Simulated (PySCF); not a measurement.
# Spin-state energies of [Co(H2O)5]2+

[Co(H2O)5]2+: Co(II) (d7), charge +2. The structure is a PBE0-D3(BJ)/def2-SVP, IEF-PCM water geometry optimised for multiplicity 4; coordination trigonal bipyramidal, point group C1, metal–donor distances 2.01–2.11 Å.

```
16

Co    0.000    0.000    0.000
O    -0.946   -1.764   -0.152
H    -0.951   -2.413    0.567
H    -1.030   -2.255   -0.983
O    -0.993    1.741   -0.146
H    -1.257    2.279    0.615
H    -1.050    2.299   -0.934
O    -0.032   -0.014    2.039
H    -0.870   -0.058    2.523
H     0.551    0.548    2.570
O    -0.025   -0.021   -2.111
H     0.563    0.585   -2.586
H    -0.880    0.058   -2.559
O     1.999   -0.052   -0.157
H     2.628    0.260    0.509
H     2.498   -0.213   -0.970
```

Method (PySCF 2.14, density fitting): CASSCF(7,5) with orbitals averaged over all microstates of the shell, strongly contracted NEVPT2 on the averaged canonical orbitals; basis x2c-TZVPall on the metal, x2c-SVPall elsewhere; spin-free X2C; IEF-PCM water; spin-orbit coupling by state interaction with the mean-field operator over all roots.

The unrestricted Kohn–Sham energies use the same basis, Hamiltonian, solvent and geometry. All energies are vertical, in cm⁻¹ above the lowest state with 2S+1 = 4; a negative value means that the lower spin is more stable.

```csv
method,2S+1 = 2
CASSCF,17126
NEVPT2,14391
TPSSh,11630
B3LYP,11138
PBE0,13202
```

(1) How does exact exchange act on the 2S+1 = 2 state?

The functionals differ in more than their exact exchange.

The active space of the d orbitals alone lacks metal–ligand bonding pairs, which usually tilts NEVPT2 towards high spin.

The geometry optimisation stopped short of its thresholds.

Answers

(1) From TPSSh (10 % exact exchange) to PBE0 (25 %) it moves by +1573 cm⁻¹ against the high-spin state, though the functionals between don't follow in order.
